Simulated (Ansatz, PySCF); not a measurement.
Gas-phase reaction (SMILES): [Br][Al]([Br])[Br] + F (HF) → [F][Al]([Br])[Br] + Br (HBr); hydrogen fluoride cleaves one Al-Br bond, a model of a ligand-exchange step.

Geometries: B3LYP-D3(BJ)/def2-TZVP minima from Ansatz (a program for electronic structure). Valence correlation only, unless marked. Spin-orbit coupling is left out. Frozen are the shells of the preceding noble gas and the d and f shells that filled before the atom's block. Non-relativistic. CBS(X,Y): correlation extrapolated as X^-3; Hartree-Fock from the larger set. Thermal terms are rigid-rotor harmonic-oscillator values from B3LYP-D3(BJ) frequencies (Ansatz or PySCF) at 298.15 K and 1 atm. 1 Eh = 627.5095 kcal/mol.

| species | E, CCSD(T)/CBS(def2-TZVPPD,def2-QZVPPD) (Ansatz) (Eh) | E, PBE0-D4/def2-TZVPD (Ansatz + dftd4) (Eh) | H - E (Eh) |
|---|---|---|---|
| [Br][Al]([Br])[Br] | -7960.26939 | -7964.11493 | 0.01045 |
| F (HF) | -100.39266 | -100.39487 | 0.01259 |
| [F][Al]([Br])[Br] | -5487.38591 | -5490.05514 | 0.01130 |
| Br (HBr) | -2573.28305 | -2574.45927 | 0.00927 |

Q: Work out ΔE and ΔH at 298.15 K at the first level, then ΔH at the second.

A: 
1. ΔE = [(-5487.38591) + (-2573.28305)] - [(-7960.26939) + (-100.39266)] = -0.00691 Eh = -4.3 kcal/mol at CCSD(T)/CBS(def2-TZVPPD,def2-QZVPPD).
2. The terms H - E add up to -0.00247 Eh, so ΔH = (-0.00691 + (-0.00247))×627.5095 = -5.9 kcal/mol.
3. At PBE0-D4/def2-TZVPD the same steps give ΔE = -2.9 and ΔH = -4.4 kcal/mol, a shift of +1.5 from the first level.
4. These values are not checked against measurement here, since the tables used lack a sound gas-phase enthalpy of formation for at least one species.
